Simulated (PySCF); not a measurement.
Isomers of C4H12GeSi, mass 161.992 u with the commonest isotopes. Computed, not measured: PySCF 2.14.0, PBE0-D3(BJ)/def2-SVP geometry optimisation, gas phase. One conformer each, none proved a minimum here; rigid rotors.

**Question.** Order these by rotational constant B, largest first.
A. `[CH2:1]=[CH:2][CH2:3][C@@H:4]([SiH3:5])[GeH3:6]` with C1–C2–C3–C4 -115°, C2–C3–C4–Si5 175°
B. `[SiH3:1][GeH2:2][CH:3]1[CH2:4][CH2:5][CH2:6]1` with Si1–Ge2–C3–C4 49°, Ge2–C3–C4–C5 -100°, C3–C4–C5–C6 -16°, C4–C5–C6–C3 16°, Ge2–C3–C6–C5 101°
C. `[CH3:1][C@@H:2]1[CH2:3][C@H:4]1[SiH2:5][GeH3:6]` with C3–C4–Si5–Ge6 150°
D. `[GeH3:1][SiH2:2][CH:3]1[CH2:4][CH2:5][CH2:6]1` with Ge1–Si2–C3–C4 -51°, Si2–C3–C4–C5 104°, C3–C4–C5–C6 13°, C4–C5–C6–C3 -13°, Si2–C3–C6–C5 -104°
E. `[SiH3:1][CH2:2][GeH:3]1[CH2:4][CH2:5][CH2:6]1` with Si1–C2–Ge3–C4 156°, C2–Ge3–C4–C5 -132°, Ge3–C4–C5–C6 22°, C4–C5–C6–Ge3 -22°, C2–Ge3–C6–C5 134°

**Answer.** B (1394 MHz), A (1231 MHz), D (1058 MHz), E (1027 MHz), C (793.8 MHz).

**Question.** Order these by out-of-plane moment Σ m c² = (Ia + Ib − Ic)/2, smallest first.
A. `[GeH3:1][SiH2:2][CH:3]1[CH2:4][CH2:5][CH2:6]1` with Ge1–Si2–C3–C4 -51°, Si2–C3–C4–C5 104°, C3–C4–C5–C6 13°, C4–C5–C6–C3 -13°, Si2–C3–C6–C5 -104°
B. `[SiH3:1][CH2:2][GeH:3]1[CH2:4][CH2:5][CH2:6]1` with Si1–C2–Ge3–C4 156°, C2–Ge3–C4–C5 -132°, Ge3–C4–C5–C6 22°, C4–C5–C6–Ge3 -22°, C2–Ge3–C6–C5 134°
C. `[SiH3:1][GeH2:2][CH:3]1[CH2:4][CH2:5][CH2:6]1` with Si1–Ge2–C3–C4 49°, Ge2–C3–C4–C5 -100°, C3–C4–C5–C6 -16°, C4–C5–C6–C3 16°, Ge2–C3–C6–C5 101°
D. `[CH2:1]=[CH:2][CH2:3][C@@H:4]([SiH3:5])[GeH3:6]` with C1–C2–C3–C4 -115°, C2–C3–C4–Si5 175°
E. `[CH3:1][C@@H:2]1[CH2:3][C@H:4]1[SiH2:5][GeH3:6]` with C3–C4–Si5–Ge6 150°

**Answer.** D (17.56 u·Å²), E (18.64 u·Å²), B (30.22 u·Å²), C (46.14 u·Å²), A (46.47 u·Å²).

**Question.** Order these by radius of gyration √(Σ m r²/M), largest first.
A. `[SiH3:1][CH2:2][GeH:3]1[CH2:4][CH2:5][CH2:6]1` with Si1–C2–Ge3–C4 156°, C2–Ge3–C4–C5 -132°, Ge3–C4–C5–C6 22°, C4–C5–C6–Ge3 -22°, C2–Ge3–C6–C5 134°
B. `[SiH3:1][GeH2:2][CH:3]1[CH2:4][CH2:5][CH2:6]1` with Si1–Ge2–C3–C4 49°, Ge2–C3–C4–C5 -100°, C3–C4–C5–C6 -16°, C4–C5–C6–C3 16°, Ge2–C3–C6–C5 101°
C. `[CH3:1][C@@H:2]1[CH2:3][C@H:4]1[SiH2:5][GeH3:6]` with C3–C4–Si5–Ge6 150°
D. `[GeH3:1][SiH2:2][CH:3]1[CH2:4][CH2:5][CH2:6]1` with Ge1–Si2–C3–C4 -51°, Si2–C3–C4–C5 104°, C3–C4–C5–C6 13°, C4–C5–C6–C3 -13°, Si2–C3–C6–C5 -104°
E. `[CH2:1]=[CH:2][CH2:3][C@@H:4]([SiH3:5])[GeH3:6]` with C1–C2–C3–C4 -115°, C2–C3–C4–Si5 175°

**Answer.** C (2.177 Å), E (2.027 Å), D (1.925 Å), A (1.871 Å), B (1.787 Å).

| SMILES | point group | Ia (u·Å²) | Ib (u·Å²) | Ic (u·Å²) | κ | μa (D) | μb (D) | μc (D) |
| --- | --- | --- | --- | --- | --- | --- | --- | --- |
| C=CC[C@@H]([SiH3])[GeH3] | C1 | 272.30 | 410.65 | 647.83 | -0.16 | 0.61 | 0.06 | 0.24 |
| C[C@@H]1C[C@H]1[SiH2][GeH3] | C1 | 149.46 | 636.63 | 748.80 | -0.91 | 1.20 | 0.31 | 0.15 |
| [GeH3][SiH2]C1CCC1 | Cs | 169.24 | 477.45 | 553.74 | -0.86 | 1.18 | 0.14 | 0.00 |
| [SiH3][GeH2][CH]1CCC1 | Cs | 200.97 | 362.48 | 471.15 | -0.55 | 1.08 | 0.18 | 0.01 |
| [SiH3][CH2][GeH]1[CH2]C[CH2]1 | C1 | 105.16 | 492.29 | 537.00 | -0.96 | 0.38 | 0.54 | 0.62 |
